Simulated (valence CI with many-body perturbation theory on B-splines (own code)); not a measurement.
Results of a calculation; reference values are marked as such.
Pr⁴⁵⁺: magnetic and hyperfine properties of the levels

Level of theory: relativistic CI+MBPT: four valence electrons over a frozen Dirac-Fock core [Ne], radial functions for each j: 11 s, 11 p, 10 d, 8 f, 5 g, 2 h, with the one-electron correlation potential Σ1 (screened to all orders), the two-electron term Σ2, the three-electron term Σ3, Breit, model QED; selected single and double excitations, second order for the rest, scaled by the run's own slope (own B-spline code, finite nucleus).

No measured spectrum was set against this ion. As an estimate, large intervals hold to a few tenths of a per cent, small ones and those within an open d or f shell to about a per cent. Among the levels kept, up to 550 cm⁻¹ of a level comes from second order outside the variational space, and about a tenth of that is noise between levels of different J, which matters for small intervals.

A/g_I is the dipole constant over the nuclear g factor μ/I (μ in nuclear magnetons, uniformly magnetised nucleus), B/Q the quadrupole constant per barn. Both hold the static response of the core; the bare values leave it out. Large factors of s and p1/2 electrons are usually good to 5 to 10 %; those of open d and f shells near neutrality can be off by tens of per cent, and small factors of p3/2, d and f electrons come from cancelling terms and can be off by a factor of two or in sign, in half-filled shells by more. B is blank for J = 1/2, where it vanishes, and for nearly pure S terms. Energies count from the lowest level. Levels with J = 0 are left out.

Levels are named by their leading jj configuration (3d3/2^4 stands for four electrons in 3d with j = 3/2), which in mixed levels can hold well under half, so a name can repeat and another be missing. Letters in brackets count levels of one name in rising energy.

```tsv
Level	E (eV)	g	A/g_I (MHz)	A/g_I bare	B/Q (MHz/b)	B/Q bare
(3s^2 3p1/2 3p3/2) J=1	114.65	1.494	-45200	-41800	93400	91900
(3s^2 3p1/2 3p3/2) J=2	121.82	1.180	239000	235000	159000	156000
(3s 3p1/2^2 3p3/2) J=2	232.00	1.582	566000	555000	159000	157000
(3s^2 3p3/2^2) J=2	241.68	1.304	101000	100000	27600	27100
(3s 3p1/2^2 3p3/2) J=1	254.00	1.000	-345000	-333000	117000	115000
(3s^2 3p1/2 3d3/2) J=2	279.66	0.762	203000	200000	33800	34900
(3s^2 3p1/2 3d3/2) J=1	310.27	0.884	-148000	-141000	23300	23600
(3s^2 3p1/2 3d5/2) J=2	316.77	1.367	36100	37600	8570	9700
(3s^2 3p1/2 3d5/2) J=3	319.51	1.136	155000	153000	7390	9170
(3s 3p1/2 3p3/2^2) J=2 [a]	348.21	1.418	281000	276000	87000	85800
(3s 3p1/2 3p3/2^2) J=3	357.71	1.291	467000	458000	31700	31300
(3s 3p1/2 3p3/2^2) J=1 [a]	375.50	1.262	505000	494000	-144000	-142000
(3s 3p1/2 3p3/2^2) J=2 [b]	377.97	1.096	74200	74800	-18600	-18200
(3s 3p1/2 3p3/2^2) J=1 [b]	385.75	1.373	233000	230000	80500	79200
(3s 3p1/2^2 3d3/2) J=1	399.61	0.391	-435000	-422000	13900	14500
(3s 3p1/2^2 3d3/2) J=2	404.42	1.167	496000	486000	28400	29300
(3s^2 3p3/2 3d3/2) J=3	423.10	1.123	90000	90300	169000	168000
(3s^2 3p3/2 3d3/2) J=2	423.48	1.060	32900	34500	-21500	-21000
(3s^2 3p3/2 3d3/2) J=1	424.25	1.137	108000	108000	-85300	-84600
(3s^2 3p3/2 3d5/2) J=4	431.93	1.243	49600	50500	229000	227000
(3s^2 3p3/2 3d5/2) J=2	435.18	1.279	87300	87500	-126000	-124000
(3s 3p1/2^2 3d5/2) J=3	436.65	1.368	346000	340000	27500	29100
(3s 3p1/2^2 3d5/2) J=2	446.66	1.035	-248000	-239000	-3430	-1650
(3s^2 3p3/2 3d5/2) J=3	458.98	1.169	59900	60300	29300	30400
(3s^2 3p3/2 3d5/2) J=1	464.59	1.100	-25300	-22500	26000	26200
(3s 3p1/2 3p3/2 3d3/2) J=2 [a]	493.30	1.169	122000	122000	27300	27100
(3s 3p3/2^3) J=2	496.17	1.376	543000	532000	-178000	-175000
(3s 3p1/2 3p3/2 3d3/2) J=1 [a]	502.28	1.189	251000	248000	-88400	-87600
(3s 3p1/2 3p3/2 3d3/2) J=3 [a]	505.76	1.163	323000	318000	20800	21000
(3s 3p1/2 3p3/2 3d3/2) J=2 [b]	506.40	1.178	192000	190000	-39800	-39400
(3s 3p1/2 3p3/2 3d3/2) J=4	516.91	1.208	375000	368000	108000	108000
(3s 3p3/2^3) J=1	518.54	1.192	-375000	-362000	-56900	-55900
(3s 3p1/2 3p3/2 3d5/2) J=4 [a]	527.75	1.394	221000	219000	225000	223000
(3s 3p1/2 3p3/2 3d3/2) J=2 [c]	527.98	0.896	174000	172000	-56500	-55200
```

(1) Take the isotope of mass number 141, with I = 5/2, μ = 4.266 μN and Q = -0.0589 b. What is the hyperfine structure of (3s^2 3p1/2 3d3/2) J=2?

## Answers

(1) From the table A = 346000 MHz, B = -1990 MHz. Shifts from the centre of gravity in MHz: F = 1/2: -2420000, F = 3/2: -1900000, F = 5/2: -1040000, F = 7/2: 174000, F = 9/2: 1730000.
